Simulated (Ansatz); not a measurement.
Compare A (`CC[Si]Br`) with its isomer B (`[SiH3]/C=C/Br`).

Gas-phase electronic energies from Ansatz, PBE0-D4/def2-TZVP geometries. CCSD(T)/CBS adds triple-zeta CCSD(T) − MP2 to the extrapolated MP2 energy (def2 sets, frozen cores). DFT in def2-TZVPP. B3LYP here is the variant with VWN-RPA as its local correlation; programs differ in this. For Br outer-core shells are correlated without core-valence functions, which leaves a few kJ/mol of doubt a bond. Scalar relativity is left out up to krypton. One conformer a species, not always the lowest.

Question: Which is lower in electronic energy at CCSD(T)/CBS, and by how much? (An estimate is asked.)

Answer: Computed: A, by 22.8 kcal/mol.

Question: Give E(B) − E(A) in kcal/mol with r2SCAN-D4, B3LYP-D4, PBE-D4, CCSD(T)/def2-TZVPP, ωB97M-V, CCSD/def2-TZVPP, PBE0-D4. (An estimate is asked.)

Answer: Computed: r2SCAN-D4 21.1, B3LYP-D4 22.2, PBE-D4 23.9, CCSD(T)/def2-TZVPP 21.3, ωB97M-V 25.3, CCSD/def2-TZVPP 22.0, PBE0-D4 24.6. None reverses the order clearly.

Largest T1 diagnostic: 0.011.

From PBE to PBE0 (25 % exact exchange), in def2-TZVPP and without D4, E(B) − E(A) moves by +0.8 kcal/mol. The D4 term adds +0.8 kcal/mol with B3LYP and +0.4 kcal/mol with PBE0; it sums over pairs of atoms, weighted by their polarisabilities, and B3LYP, whose exchange is more repulsive, gets the larger term.
